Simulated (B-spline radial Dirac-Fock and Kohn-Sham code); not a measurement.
## Diagram lines of Bi³⁺

System: bismuth as Bi³⁺, configuration [Xe] 4f14 5d10 6s2, inside a Watson sphere of charge -3 and radius 2 Å (a model of the Madelung potential; inside it an electron's potential energy is raised by 21.6 eV).

Model: ΔSCF Dirac-Fock with Breit, self-energy and vacuum polarisation, finite nucleus, configuration average. Program: a radial atomic solver. A line energy is the difference of two single-hole energies; the list is a selection of electric-dipole transitions between resolved j subshells. No correlation.

```csv
line,energy (eV),wavelength (Å)
K-N3,89838.1,0.13801
K-N2,89709.4,0.13821
K-M3,87339.0,0.14196
K-M2,86820.3,0.14281
K-L3,77103.5,0.16080
K-L2,74810.4,0.16573
L1-O3,16298.7,0.76070
L1-N3,15709.8,0.78922
L2-O4,15686.2,0.79040
L1-N2,15581.0,0.79574
L2-N4,15243.8,0.81334
L2-N1,14765.9,0.83967
```

Values without a named source are computed, but for edge energies of neutral atoms, which are taken from tables.
